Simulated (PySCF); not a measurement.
A GIAO shielding run with PySCF 2.14.0 with density-fitted response routines (density fitting, non-relativistic, gas phase) on `C=C[SiH2][Si@H](CCl)[SiH2][SiH3]`, C3H13ClSi4:

```
$ OMP_NUM_THREADS=1 python probes_run.py task.json out

{"job": {"kind": "nmr", "xc": "PBE0", "basis": "pcSseg-1"}, "charge": 0, "multiplicity": 1}
C     -2.477705     0.165113     2.217020
C     -2.756521    -0.796562     1.352051
Si    -2.076559    -0.906537    -0.402392
Si    -0.367446     0.651007    -0.683450
C      0.381899     0.289776    -2.418284
Cl     1.701011     1.451170    -2.739229
Si     1.430983     0.728275     0.808809
Si     3.403536    -0.314864     0.175725
H     -2.896863     0.193350     3.212036
H     -1.808452     0.976120     1.971549
H     -3.436352    -1.579666     1.666322
H     -3.238217    -0.777989    -1.299604
H     -1.613193    -2.293896    -0.587039
H     -0.959132     1.990902    -0.886191
H     -0.334222     0.405734    -3.227349
H      0.820655    -0.702718    -2.493650
H      1.686933     2.130532     1.180032
H      0.930653     0.145250     2.069965
H      3.763114    -1.391037     1.104255
H      4.544427     0.599321     0.120560
H      3.292531    -0.946337    -1.141608
```

Hardware: 1 thread of an Intel Xeon 6975P-C, shared host. The job also computes population analyses, field gradients.

Problem. How large is the calculation?

Solution. 104 electrons, 236 basis functions and 1344 auxiliary functions.

Problem. How long does it take, and how much memory does it need?

Solution. 40 s of wall time, with 13 SCF cycles and 5 response iterations; peak memory 1 GiB. Times on a shared host scatter by some tens of per cent.
